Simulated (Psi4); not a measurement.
S (SMILES [S-]), charge -1, doublet (a gas-phase anion, which may not be bound at this level). Base run: PBE/cc-pVDZ (Psi4).

Here is a job for Psi4.
```
memory 2 GB

molecule {
-1 2
  S     0.00000000    0.00000000    0.00000000
}

set basis cc-pvdz
set reference uks

energy('pbe')
print_variables()
```

Each row names what was changed in the base input (with any setting that the change needs).

```
change                                        ΔE vs base (mEh)  SCF cycles  grid points  basis functions
--------------------------------------------  ----------------  ----------  -----------  ---------------
base                                                     0.000           8        19932               18
e_convergence = 1e-8                                     0.000           9        19932               18
e_convergence = 1e-10                                    0.000           9        19932               18
cholesky_tolerance = 1e-3 (with scf_type cd)            -0.318           8        19932               18
guess = sapgau                                           0.000           6        19932               18
d_convergence = 1e-8                                     0.000          10        19932               18
scf_type = out_of_core                                   0.010           8        19932               18
dft_radial_points = 150                                  0.001           8        39864               18
puream = false                                          -1.973           9        19932               19
dft_spherical_points = 974                               0.000           8        64284               18
guess = sadno                                            0.000           7        19932               18
basis_guess = sto-3g                                     0.000           7        19932               18
dft_nuclear_scheme = becke                               0.000           8        19932               18
```

Open shells are given as the SCF converged; they aren't shown to be the lowest states, and a large step between rows can be another state.

A gas-phase anion may not be bound at this level; its values then depend on the basis.
